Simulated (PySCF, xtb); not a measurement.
Al(F)(OMe)(SeH) (CH4AlFOSe), SMILES C[O][Al]([F])[SeH].

GFN2-xTB run with xtb 6.7.1 at its own geometry gives an orbital gap of 3.46 eV and a dipole moment of 1.34 D.

Geometry: PBE0-D3(BJ)/def2-SVP. One conformer was computed; it need not be the lowest.

Problem. What does ωB97X/def2-TZVP run with PySCF give? (Estimate from the structure and the level; the computed values follow.)

Solution. gap 10.94 eV (levels -9.75 and 1.19 eV), dipole 1.01 D.
